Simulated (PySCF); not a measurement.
C$_{4}$H$_{12}$Si, charge +1, doublet, geometry from GFN2-xTB (a state made from the parent by changing its charge; the spin is typed, not shown lowest); MP2/STO-3G run with PySCF.

Here is a job for PySCF.
```python
from pyscf import gto, scf, mp

mol = gto.M(
    atom='''
C    -0.67711892   -1.08180973   -1.45041309
Si    0.00000000    0.00000000    0.00000000
C     0.21985601    1.71350242   -0.86491228
C    -1.24107524   -0.43088326    1.41653533
C     1.69833815   -0.20080944    0.89879004
H    -1.66124579   -0.75784599   -1.77610039
H    -0.74380925   -2.11493410   -1.12275818
H     0.00524492   -1.01545661   -2.29251058
H     0.49809965    2.45437331   -0.12137873
H    -0.71985364    2.00266353   -1.32587101
H     0.98814373    1.68771292   -1.63211453
H    -2.25393721   -0.24909667    1.06981413
H    -1.16238239   -1.46887464    1.72623150
H    -1.03598392    0.20261311    2.27430641
H     1.75059264   -1.18982003    1.34407518
H     2.49964681   -0.09034253    0.17432278
H     1.83548446    0.53900772    1.68198342
''',
    basis='sto-3g',
    charge=1,
    spin=1,
    verbose=4,
)

mf = scf.UHF(mol)
mf.kernel()

pt = mp.MP2(mf, frozen=9)
pt.kernel()
print('E(MP2) = %.10f' % pt.e_tot)
```

The log (banner, timings and long lists left out):

```
PySCF version 2.14.0

[INPUT] verbose = 4
[INPUT] num. atoms = 17
[INPUT] num. electrons = 49
[INPUT] charge = 1
[INPUT] spin (= nelec alpha-beta = 2S) = 1
[INPUT] symmetry False subgroup None
[INPUT] Mole.unit = angstrom
[INPUT] Symbol           X                Y                Z      unit          X                Y                Z       unit  Magmom
[INPUT]  1 C     -0.677118920000  -1.081809730000  -1.450413090000 AA   -1.279569312561  -2.044324108590  -2.740883507584 Bohr   0.0
[INPUT]  2 Si     0.000000000000   0.000000000000   0.000000000000 AA    0.000000000000   0.000000000000   0.000000000000 Bohr   0.0
[INPUT]  3 C      0.219856010000   1.713502420000  -0.864912280000 AA    0.415467645740   3.238050287579  -1.634447330973 Bohr   0.0
[INPUT]  4 C     -1.241075240000  -0.430883260000   1.416535330000 AA   -2.345292303579  -0.814251353060   2.676863819470 Bohr   0.0
[INPUT]  5 C      1.698338150000  -0.200809440000   0.898790040000 AA    3.209393970400  -0.379474844827   1.698467019087 Bohr   0.0
[INPUT]  6 H     -1.661245790000  -0.757845990000  -1.776100390000 AA   -3.139299568687  -1.432121365700  -3.356343306833 Bohr   0.0
[INPUT]  7 H     -0.743809250000  -2.114934100000  -1.122758180000 AA   -1.405595771418  -3.996646220503  -2.121705464315 Bohr   0.0
[INPUT]  8 H      0.005244920000  -1.015456610000  -2.292510580000 AA    0.009911462345  -1.918934884279  -4.332217133868 Bohr   0.0
[INPUT]  9 H      0.498099650000   2.454373310000  -0.121378730000 AA    0.941271921242   4.638093363342  -0.229372557048 Bohr   0.0
[INPUT] 10 H     -0.719853640000   2.002663530000  -1.325871010000 AA   -1.360326229371   3.784485591355  -2.505533085400 Bohr   0.0
[INPUT] 11 H      0.988143730000   1.687712920000  -1.632114530000 AA    1.867321021406   3.189315195690  -3.084249465623 Bohr   0.0
[INPUT] 12 H     -2.253937210000  -0.249096670000   1.069814130000 AA   -4.259324028866  -0.470724484841   2.021655709890 Bohr   0.0
[INPUT] 13 H     -1.162382390000  -1.468874640000   1.726231500000 AA   -2.196584369117  -2.775770780919   3.262104762597 Bohr   0.0
[INPUT] 14 H     -1.035983920000   0.202613110000   2.274306410000 AA   -1.957725878253   0.382883287146   4.297816238243 Bohr   0.0
[INPUT] 15 H      1.750592640000  -1.189820030000   1.344075180000 AA    3.308140645279  -2.248433994222   2.539933981025 Bohr   0.0
[INPUT] 16 H      2.499646810000  -0.090342530000   0.174322780000 AA    4.723647879043  -0.170722639100   0.329422311473 Bohr   0.0
[INPUT] 17 H      1.835484460000   0.539007720000   1.681983420000 AA    3.468562935295   1.018576969826   3.178488009859 Bohr   0.0

nuclear repulsion = 242.123777743403
number of shells = 29
number of NR pGTOs = 123
number of NR cGTOs = 41
basis = sto-3g
ecp = {}

******** <class 'pyscf.scf.uhf.UHF'> ********
method = UHF
initial guess = minao
damping factor = 0
level_shift factor = 0
DIIS = <class 'pyscf.scf.diis.CDIIS'>
diis_start_cycle = 1
diis_space = 8
diis_damp = 0
SCF conv_tol = 1e-09
SCF conv_tol_grad = None
SCF max_cycles = 50
direct_scf = True
direct_scf_tol = 1e-13
number electrons alpha = 25  beta = 24
Set gradient conv threshold to 3.16228e-05
init E= -442.295408015276

cycle= 1 E= -441.942833815288  delta_E= 0.353  |g|= 0.172  |ddm|= 3.13
cycle= 2 E= -441.973703683207  delta_E= -0.0309  |g|= 0.0488  |ddm|= 0.333
cycle= 3 E= -441.977114707835  delta_E= -0.00341  |g|= 0.0165  |ddm|= 0.114
cycle= 4 E= -441.977640194465  delta_E= -0.000525  |g|= 0.0089  |ddm|= 0.0433
cycle= 5 E= -441.977863055529  delta_E= -0.000223  |g|= 0.00225  |ddm|= 0.0445
cycle= 6 E= -441.977875176832  delta_E= -1.21e-05  |g|= 0.000686  |ddm|= 0.01
cycle= 7 E= -441.977876155482  delta_E= -9.79e-07  |g|= 0.00022  |ddm|= 0.00238
cycle= 8 E= -441.977876253467  delta_E= -9.8e-08  |g|= 5.51e-05  |ddm|= 0.000782
cycle= 9 E= -441.977876258907  delta_E= -5.44e-09  |g|= 1.59e-05  |ddm|= 0.000174
cycle= 10 E= -441.977876259457  delta_E= -5.5e-10  |g|= 5.26e-06  |ddm|= 4.93e-05
Extra cycle  E= -441.977876259513  delta_E= -5.6e-11  |g|= 2.98e-06  |ddm|= 1.03e-05
converged SCF energy = -441.977876259513  <S^2> = 0.78051397  2S+1 = 2.0302847

******** <class 'pyscf.mp.ump2.UMP2'> ********
nocc = (np.int64(16), np.int64(15)), nmo = (32, 32)
frozen orbitals 9
E(UMP2) = -442.23439324437  E_corr = -0.256516984856445
E(SCS-UMP2) = -442.260024297775  E_corr = -0.28214803826141
E_corr(same-spin) = -0.0296219348842205
E_corr(oppo-spin) = -0.226895049972225
E(MP2) = -442.2343932444
```
